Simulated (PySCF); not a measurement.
**Bond length, frequency and bond energy of GaPb by level of theory**

State: ⁴Σ⁻ (quartet), unpaired electrons σ ↑, π ↑↑. Set-up: Ga def2-SVP, Pb def2-SVP with ECP60; scalar-relativistic core potentials (PySCF 2.14). De refers to Ga + Pb in their high-spin ground configurations, without counterpoise correction. The functionals are run spin-unrestricted. A positive dipole means Ga(−)Pb(+).

| Level | Re (Å) | ωe (cm⁻¹) | De (eV) | μ (D) | CPU s a point (SCF and correlation, without the integrals) |
| --- | --- | --- | --- | --- | --- |
| UHF | 2.804 | 148 | 1.17 | -1.79 | 0.28 |
| UHF-MP2 | 2.710 | 173 | 1.82 | n/a | 0.44 |
| UHF-SCS-MP2 | 2.723 | 168 | 1.59 | n/a | n/a |
| UHF-CCSD | 2.749 | 164 | 1.70 | n/a | n/a |
| UHF-CCSD(T) | 2.745 | 165 | 1.79 | n/a | 13 |
| PBE | 2.754 | 158 | 2.20 | -0.25 | 1 |
| PBEsol | 2.715 | 165 | 2.40 | -0.23 | 0.65 |
| BLYP | 2.805 | 146 | 1.97 | -0.36 | 0.65 |
| r²SCAN | 2.718 | 166 | 2.19 | -0.35 | 1.3 |
| PBE0 | 2.722 | 166 | 2.05 | -0.49 | 1.7 |
| MN15 | 2.708 | 170 | 2.18 | -0.42 | 1.5 |

The bond length runs from 2.708 Å (MN15) to 2.805 Å (BLYP). De spans 1.17 eV (UHF, mean field) to 2.40 eV (PBEsol, GGA). Correlation at CCSD(T) changes the Hartree–Fock bond energy by +0.62 eV; the triples alone change it by +0.09 eV.

Correlated steps freeze 13 core orbitals. Correlated levels converge slowly with the basis: in double zeta they bind strong bonds too weakly, by up to about 1 eV, and carry superposition errors of some tenths. These are scalar-relativistic numbers at best; spin–orbit coupling would shift them, the dissociation energy most. The state is the lowest determinant that a PBE0 search found; another state may lie lower at other levels.

The whole job (state search and all levels along the bond) took about 3.9 min on 1 thread of Arm Neoverse V1 (shared host), peak memory 0.7 GiB.
